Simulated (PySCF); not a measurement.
Compound: C₅H₁₁OSi (doublet state).
Geometry (GFN2-xTB, Å), atoms numbered from 1 in this order:
```
atom  x, y, z in Å
C1     2.4630   -0.7075    0.1782
Si2    0.9007   -0.2549   -0.8068
C3    -0.5146   -1.3977   -0.4772
C4    -1.8430   -0.8873   -0.0768
O5    -1.8967    0.4256    0.4172
C6    -1.3147    1.4105   -0.4106
C7     0.2070    1.4478   -0.3107
H8     2.2772   -0.7381    1.2475
H9     3.2552    0.0113   -0.0034
H10    2.8276   -1.6831   -0.1248
H11    1.2353   -0.2312   -2.2493
H12   -0.4845   -2.4573   -0.6781
H13   -2.5313   -0.9798   -0.9468
H14   -2.2758   -1.5038    0.7231
H15   -1.6192    1.2482   -1.4551
H16   -1.7493    2.3547   -0.0665
H17    0.5786    2.2468   -0.9504
H18    0.4758    1.7020    0.7142
```

The hyperfine couplings belong to this conformer and change with its torsions.

The species is `[Si@H]1(C)[CH]COCC1` [radical].

The calculation used PySCF 2.14.0, UKS B3LYP, pcH-1 on C H O Si, non-relativistic, mean-field spin-orbit, GIAO. One conformer (not necessarily the lowest) at the GFN2-xTB geometry, without solvent, vibrations or thermal averaging. A GFN2-xTB geometry isn't a minimum of the functional, and hyperfine couplings can be far from their values at a DFT geometry. The SCF solution wasn't tested for stability.

The Mulliken spin populations are largest on C3 (+0.98) and C4 (-0.08). C3 is the only atom above +0.15. The positive populations add up to 1.14 and the negative ones to -0.14, together 2S = 1. The angles at C3 add up to 359.6°, so it is planar; its axial dipolar tensor and the negative coupling of its proton fit spin in a p orbital normal to that plane.

Task: McConnell's relation a(H) = Q·ρ ties the coupling of a proton on a planar π carbon to the spin population of that carbon. What Q do the computed values give?

Result: 
| H | C | ρ(C) | a(H) (G) | a/ρ (G) |
| --- | --- | --- | --- | --- |
| H12 | C3 | +0.983 | -19.58 | -19.9 |

One proton gives one ratio, Q = -19.9 G, and no test of linearity. In McConnell's picture π spin on carbon polarises the C–H bond and leaves opposite spin at the proton, which makes Q negative, as found here.

Task: How do the β-proton couplings of this frozen conformer go with θ, the angle between the C–H bond and the normal to the plane of the spin centre's three neighbours, both seen down the bond from centre to carbon?

Result: 
```
β H  on  centre  θ (°)  cos²θ   a (G)
H13  C4      C3     19   0.89  +51.90
H14  C4      C3     45   0.51  +34.23
```

Couplings in gauss use g_iso = 2.0026.
